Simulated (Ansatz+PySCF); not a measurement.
Values are calculated unless marked as measured or tabulated.
This PySCF input gave a total energy of -1640.15010 hartree.

```python
from pyscf import gto, scf, mp

mol = gto.M(atom="""
Cu 0.000000 0.000000 -0.073810
H 0.000000 0.000000 2.140380
""", basis='cc-pvdz', charge=0, spin=0)
mf = scf.UHF(mol)
mf.kernel()
pt = mp.MP2(mf, frozen=5).run()
print(mf.e_tot, pt.e_corr, pt.e_tot)
```

**Question.** Write an input for Ansatz with the same method and basis set.

**Answer.**

```yaml
crystal:
  periodic: [false, false, false]
  atoms:
    - { symbol: Cu, position_ang: [0.0, 0.0, -0.07381] }
    - { symbol: H, position_ang: [0.0, 0.0, 2.14038] }
basis:
  gaussian: { orbitals: cc-pVDZ }
magnetization:
  spin_polarized: true
hamiltonian:
  xc: hf
correlation:
  method: mp2
  frozen_orbitals: { Cu: 5, H: 0 }
scf:
  omitted_lower_state_checks: [stability, starts, atomic_configurations, cluster_reference, orbital_swaps, given_window_search, neighbouring_geometries, increment]
```

Ansatz (development build ahead of 0.2.0) gave -1640.15010 hartree, 0.05 meV from the first. The reference isn't the lowest determinant (another lies 0.11 eV lower), but the same method gives a higher total on the lower determinant. Caution: bonds are stretched, where a single reference can fail.
